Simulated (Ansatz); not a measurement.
`C[SiH](Cl)Cl` + `BS` → `BS[SiH](C)Cl` + HCl at 600 K and 1 bar (ligand exchange at the Si–Cl bond).

Program: Ansatz. Geometries: PBE0-D4/def2-TZVP. ΔE: electronic, gas phase. CCSD(T)/CBS adds triple-zeta CCSD(T) − MP2 to the extrapolated MP2 energy (def2 sets, frozen cores). This one scheme is used for every species. One conformer a species, not always the lowest.

```csv
species,CCSD(T)/CBS energy (Eh),H − E (kJ/mol),S (J/(mol·K))
`C[SiH](Cl)Cl`,-1249.21450,180.0,404.3
`BS`,-424.38198,108.7,286.1
`BS[SiH](C)Cl`,-1213.19788,254.7,473.9
HCl,-460.38127,35.4,207.2
```

H − E and S are ideal-gas, rigid-rotor, harmonic terms from PBE0-D4/def2-TZVP, for one conformer and one mirror image of each species. 1 Eh = 2625.50 kJ/mol, R = 8.31446 J/(mol·K).

**Question.** By hand: ΔE, ΔH, ΔS and ΔG.

**Answer.** ΔE = (-1213.19788) + (-460.38127) − (-1249.21450) − (-424.38198) = 0.01733 Eh = 45.5 kJ/mol. Δ(H − E) = 254.7 + 35.4 − 180.0 − 108.7 = 1.4, so ΔH = 46.9 kJ/mol. ΔS = 473.9 + 207.2 − 404.3 − 286.1 = -9.3 J/(mol·K). ΔG = 46.9 − 600 × (-9.3)/1000 = 52.5 kJ/mol.

**Question.** By hand: the equilibrium constant, and the temperature at which ΔG would vanish if ΔH and ΔS stayed fixed.

**Answer.** log₁₀ K = −ΔG/(RT ln 10) = -4.6. ΔH and −TΔS have one sign here, so there is no such temperature.

The number of gas molecules stays the same, so ΔS is small and ΔH decides. A doubt of 5 kJ/mol in ΔE shifts log₁₀ K by 0.4 here. Other conformers and mirror images would add mixing entropy, several J/(mol·K) or more a flexible species. Modes under 60 cm⁻¹, often nearly free rotors, make the harmonic entropy too high. These are equilibria of isolated gas molecules and say nothing of rates. Largest T1 diagnostic: 0.015 (customary marks: 0.02 for closed shells, 0.045 for open ones).

ΔS is within the doubt of such terms, so its sign, and with it that verdict, could turn.
